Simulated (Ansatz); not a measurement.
`O=C=[N][Sn]([Cl])([Cl])[Cl]` at its PBE0-D4/def2-TZVP geometry, where that method's forces vanish. Total charge 0; spin multiplicity 1. Sn takes the def2 core potential.

| atom | x (Å) | y (Å) | z (Å) |
| --- | --- | --- | --- |
| O1 | -1.671 | 2.579 | -0.086 |
| C2 | -1.232 | 1.533 | -0.329 |
| N3 | -0.832 | 0.439 | -0.651 |
| Sn4 | 0.550 | -0.787 | 0.073 |
| Cl5 | 0.519 | -2.668 | -1.215 |
| Cl6 | 0.061 | -1.309 | 2.247 |
| Cl7 | 2.606 | 0.213 | -0.038 |

Q: For each bond, give half the difference of the two atoms' forces along it (eV/Å; positive pushes the atoms apart) under PBE-D4, r2SCAN-D4, B3LYP-D4, ωB97M-V in def2-TZVPP. (Best estimate.)

A: Ansatz gave: 
```json
{"bond": "O1–C2", "length (Å)": "1.160", "PBE-D4": "0.97", "r2SCAN-D4": "0.35", "B3LYP-D4": "0.27", "ωB97M-V": "0.04"}
{"bond": "C2–N3", "length (Å)": "1.209", "PBE-D4": "0.20", "r2SCAN-D4": "0.07", "B3LYP-D4": "-0.15", "ωB97M-V": "0.05"}
{"bond": "N3–Sn4", "length (Å)": "1.984", "PBE-D4": "-0.11", "r2SCAN-D4": "-0.03", "B3LYP-D4": "0.10", "ωB97M-V": "-0.05"}
{"bond": "Sn4–Cl5", "length (Å)": "2.280", "PBE-D4": "0.20", "r2SCAN-D4": "0.06", "B3LYP-D4": "0.17", "ωB97M-V": "-0.02"}
{"bond": "Sn4–Cl6", "length (Å)": "2.289", "PBE-D4": "0.20", "r2SCAN-D4": "0.06", "B3LYP-D4": "0.19", "ωB97M-V": "-0.03"}
{"bond": "Sn4–Cl7", "length (Å)": "2.289", "PBE-D4": "0.21", "r2SCAN-D4": "0.06", "B3LYP-D4": "0.19", "ωB97M-V": "-0.03"}
```

B3LYP here is the variant with VWN-RPA as its local correlation; programs differ in this.
